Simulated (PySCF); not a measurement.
## Electron correlation in Hg²⁺ (mercury, charge +2)

[Xe] 4f14 5d10, closed-shell 1S. All numbers are calculated (PySCF 2.14, scalar relativity through the core potential, in aug-cc-pwCVDZ-PP with ECP60MDF). Frozen: 5s2 5p6; 10 electrons correlated.

| level | correlation energy (mhartree) |
| --- | --- |
| CCSD | -278.79 |
| (T) | -4.94 |
| CCSD(T) | -283.73 |

Diagnostics: T1 = 0.0015, D1 = 0.0021, largest double amplitude 0.017.

Cost of the coupled-cluster step: of the order of 2.6 core-seconds, for 10 correlated electrons.

Iterations:

```
CC2 = 0
CCSD nocc = 5, nmo = 66
frozen orbitals [0, 1, 2, 3]
max_cycle = 100
direct = 0
conv_tol = 1e-08
conv_tol_normt = 1e-06
diis_space = 8
diis_start_cycle = 0
Init t2, MP2 energy = -151.894009830755  E_corr(MP2) -0.295274288322605
Init E_corr(CCSD) = -0.295274288323121
cycle = 1  E_corr(CCSD) = -0.276236869517618  dE = 0.0190374188  norm(t1,t2) = 0.0134295
cycle = 2  E_corr(CCSD) = -0.278772668517115  dE = -0.002535799  norm(t1,t2) = 0.00403158
cycle = 3  E_corr(CCSD) = -0.27871251752424  dE = 6.01509929e-05  norm(t1,t2) = 0.00130042
cycle = 4  E_corr(CCSD) = -0.27880106433937  dE = -8.85468151e-05  norm(t1,t2) = 0.000347108
cycle = 5  E_corr(CCSD) = -0.278798567274706  dE = 2.49706466e-06  norm(t1,t2) = 5.28232e-05
cycle = 6  E_corr(CCSD) = -0.278794253790056  dE = 4.31348465e-06  norm(t1,t2) = 7.33787e-06
cycle = 7  E_corr(CCSD) = -0.278794677106394  dE = -4.23316338e-07  norm(t1,t2) = 1.21415e-06
cycle = 8  E_corr(CCSD) = -0.278794697909545  dE = -2.0803151e-08  norm(t1,t2) = 1.33228e-07
cycle = 9  E_corr(CCSD) = -0.278794695653769  dE = 2.25577662e-09  norm(t1,t2) = 2.60631e-08
CCSD converged
E(CCSD) = -151.8775302380859  E_corr = -0.2787946956537687
CCSD(T) correction = -0.00494396151698402
```
